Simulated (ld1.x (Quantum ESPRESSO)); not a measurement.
# Plane-wave convergence, PAW potential for hydrogen (H)

| Quantity | Value |
| --- | --- |
| Element | hydrogen |
| Generator | ld1.x (Quantum ESPRESSO) 7.5 |
| Type | PAW |
| Functional | PBEsol |
| Relativity | scalar-relativistic |
| Frozen core | none |
| Valence charge | 1 |
| Reference configuration | 1s1 |
| Partial waves | 1s (bound): rcut 0.70, rcutus 0.90 bohr; 1s channel at 1.45 Ry: rcut 0.70, rcutus 0.90 bohr |
| Local potential | all-electron potential smoothed inside 0.80 bohr (lloc = -1) |
| Core correction | none |
| Augmentation charge | BESSEL, radius 0.60 bohr |

The pseudo-atom Hamiltonian at the reference potential is diagonalised in spherical Bessel functions j_l(qr) that vanish at 20 bohr, with q² up to the cutoff. All-electron valence levels (Ry): 1s -0.4654.

Q: How do the lowest levels (Ry) of each channel move with the cutoff, and are there ghosts?

A:

```json
{"cutoff (Ry)": "8", "s #1": "-0.4158", "p #1": "0.0306", "p #2": "0.1024", "d #1": "0.0772", "d #2": "0.1852", "f #1": "0.1193", "Σ f·Δε (mRy)": "49.6"}
{"cutoff (Ry)": "12", "s #1": "-0.4384", "p #1": "0.0306", "p #2": "0.1023", "d #1": "0.0772", "d #2": "0.1852", "f #1": "0.1193", "Σ f·Δε (mRy)": "26.9"}
{"cutoff (Ry)": "15", "s #1": "-0.4459", "p #1": "0.0306", "p #2": "0.1023", "d #1": "0.0772", "d #2": "0.1852", "f #1": "0.1193", "Σ f·Δε (mRy)": "19.5"}
{"cutoff (Ry)": "21", "s #1": "-0.4573", "p #1": "0.0306", "p #2": "0.1023", "d #1": "0.0772", "d #2": "0.1852", "f #1": "0.1193", "Σ f·Δε (mRy)": "8.1"}
{"cutoff (Ry)": "25", "s #1": "-0.4599", "p #1": "0.0306", "p #2": "0.1023", "d #1": "0.0772", "d #2": "0.1852", "f #1": "0.1193", "Σ f·Δε (mRy)": "5.5"}
{"cutoff (Ry)": "35", "s #1": "-0.4639", "p #1": "0.0306", "p #2": "0.1023", "d #1": "0.0772", "d #2": "0.1852", "f #1": "0.1193", "Σ f·Δε (mRy)": "1.5"}
{"cutoff (Ry)": "40", "s #1": "-0.4647", "p #1": "0.0306", "p #2": "0.1023", "d #1": "0.0772", "d #2": "0.1852", "f #1": "0.1193", "Σ f·Δε (mRy)": "0.7"}
{"cutoff (Ry)": "50", "s #1": "-0.4652", "p #1": "0.0306", "p #2": "0.1023", "d #1": "0.0772", "d #2": "0.1852", "f #1": "0.1193", "Σ f·Δε (mRy)": "0.2"}
{"cutoff (Ry)": "400", "s #1": "-0.4654", "p #1": "0.0306", "p #2": "0.1023", "d #1": "0.0772", "d #2": "0.1852", "f #1": "0.1193", "Σ f·Δε (mRy)": "0.0"}
```

Result: no extra level below or beside the all-electron valence levels (s, p, d, f tested); 10 mRy is reached at 21 Ry and 1 mRy at 40 Ry.
